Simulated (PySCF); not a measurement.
H6NSi2, charge +1, multiplicity 1. Atoms are numbered in the order given.

```xyz
9

Si     0.1528     1.5936     0.0000
N     -0.6013     0.1194     0.0000
Si     0.1326    -1.5692     0.0000
H      1.6215     1.6067     0.0000
H     -0.6642     2.8155     0.0000
H     -1.6291     0.1364     0.0000
H     -0.3506    -2.2184     1.2348
H      1.5862    -1.3000     0.0000
H     -0.3506    -2.2184    -1.2348
```
Charge +1, spin multiplicity 1.

The structure is a stationary point at TPSSh-D3(BJ)/def2-SVP. The spin state was assumed, not searched. The isomer is the one that the SMILES or the coordinates give; other isomers of the formula were not compared.

Calculation: PBE/def2-TZVPD (PySCF).

Symmetry labels are those of the subgroup Cs that the program uses (full group Cs).

Question: List the valence orbital energies around the gap with their symmetry. (Estimate from the structure and the level; the computed values follow.)

Answer: 
```tsv
orbital	symmetry	energy (eV)
HOMO−7	A'	-19.52
HOMO−6	A'	-18.67
HOMO−5	A'	-16.78
HOMO−4	A'	-15.27
HOMO−3	A'	-14.58
HOMO−2	A"	-14.16
HOMO−1	A'	-13.20
HOMO	A"	-12.60
LUMO	A"	-8.71
LUMO+1	A'	-6.34
LUMO+2	A'	-5.87
LUMO+3	A'	-4.43
```
